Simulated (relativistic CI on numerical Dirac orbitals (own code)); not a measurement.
**What each ingredient does to the levels of V⁸⁺**

Base calculation: Dirac-Coulomb-Breit CI, separate exchange-only KLI orbitals for each configuration, model QED, unscaled Slater integrals.

CI space (outside the closed core [Ne]): 3s²3p³, 3s3p⁴, 3s²3p²3d, 3p⁵, 3s3p³3d, 3p⁴3d, 3s3p²3d², 3s²3p²4s, 3s²3p²4p, 3s²3p3d4p, 3p⁴4s, 3s²3p²4d, 3p⁴4p, 3s²3p3d², 3s²3d³, 3s3p3d³, 3s²3d²4s, 3s²3d²4p, 3s²3d²4d, 3p³3d², 3p²3d³, 3p²3d²4s, 3p²3d²4p, 3p²3d²4d, 3s²3p3d4s, 3s3p3d²4s, 3s²3d4s², 3s²3d4s4p, 3s²3d4s4d. Double excitations out of closed p, d and f shells are left out; levels of such configurations are missing from the list, as are those of other unlisted configurations, and high levels can miss mixing partners.

Variants: (1) valence Slater integrals scaled by 0.9. Shifts of the energy above 3s²3p³ ⁴S°3/2, in cm⁻¹, for the lowest level and the first level of each name with at least 55 % of one term (blank where a level changes its place among those of its configuration and J or its character, or is not in the variant):

```csv
Level,Base,Δ(1)
3s²3p³ ⁴S°3/2,0,0
3s²3p³ ²D°3/2,38414,-3840
3s²3p³ ²D°5/2,39991,-3728
3s²3p³ ²P°1/2,63030,-5467
3s²3p³ ²P°3/2,65130,-5280
3s3p⁴ ⁴P5/2,213564,+3907
3s3p⁴ ⁴P3/2,218240,+3961
3s3p⁴ ⁴P1/2,220598,+3949
3s3p⁴ ²D3/2,267834,+331
3s3p⁴ ²D5/2,268499,+337
3s3p⁴ ²S1/2,325208,
3s²3p²3d ⁴F3/2,342637,+233
3s²3p²3d ⁴F5/2,344392,+246
3s²3p²3d ⁴F7/2,346971,+262
3s²3p²3d ⁴F9/2,350355,+260
3s²3p²3d ²F5/2,354989,-648
3s²3p²3d ⁴D1/2,355846,
3s²3p²3d ⁴D3/2,356414,-401
3s²3p²3d ⁴D7/2,356430,-526
3s²3p²3d ⁴D5/2,358885,-495
3s²3p²3d ²F7/2,363915,-579
3s²3p²3d ²G7/2,398341,-4742
```

At this charge configurations can still be misplaced by up to about 7 % of their energy.

Ionisation energy from the two ground configurations alone: base 202.91 eV; valence Slater integrals scaled by 0.9 202.567 eV. The NIST ASD value (semi-empirical) is 206 eV.

LS names give the leading component of a level, which can be under half, so a name can repeat, a term be missing and a line seem to break the LS rules.
